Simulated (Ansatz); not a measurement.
Wavefunction ladder for CH$_{5}$B$_{2}$Cl, SMILES `BCBCl`

Z-matrix (Å, degrees):
```
C
B 1 1.549
B 1 1.554 2 108.2
H 1 1.089 2 114.0 3 128.9
H 1 1.104 2 103.3 3 -109.9
Cl 2 1.749 1 121.1 3 -111.6
H 2 1.193 1 122.5 3 66.9
H 3 1.197 1 119.8 2 -60.2
H 3 1.196 1 121.2 2 118.9
```

Charge 0, multiplicity 1. The geometry is a stationary point of PBE0-D4/def2-TZVP. It is one conformer, not always the lowest. Frozen core, restricted reference, Ansatz. CBS rows extrapolate triple and quadruple zeta; past MP2 they add the triple-zeta difference.

```json
{"basis": "def2-SVP", "HF (Eh)": "-549.46306", "MP2 corr.": "-0.44166", "CCSD corr.": "-0.49294", "(T)": "-0.01351", "CCSD(T) total": "-549.96951"}
{"basis": "def2-TZVPP", "HF (Eh)": "?", "MP2 corr.": "-0.56336", "CCSD corr.": "-0.61371", "(T)": "?", "CCSD(T) total": "?"}
{"basis": "def2-QZVPP", "HF (Eh)": "?", "MP2 corr.": "-0.60621", "CCSD corr.": "–", "(T)": "–", "CCSD(T) total": "–"}
{"basis": "CBS(def2)", "HF (Eh)": "-549.73559", "MP2 corr.": "-0.63795", "CCSD corr.": "?", "(T)": "as TZ", "CCSD(T) total": "?"}
```

Q: Fill in the withheld values. (Estimate.)

A: The calculation gave: def2-TZVPP HF (Eh): -549.71628; def2-TZVPP (T): -0.02452; def2-TZVPP CCSD(T) total: -550.35451; def2-QZVPP HF (Eh): -549.73325; CBS(def2) CCSD corr.: -0.68830; CBS(def2) CCSD(T) total: -550.44841.
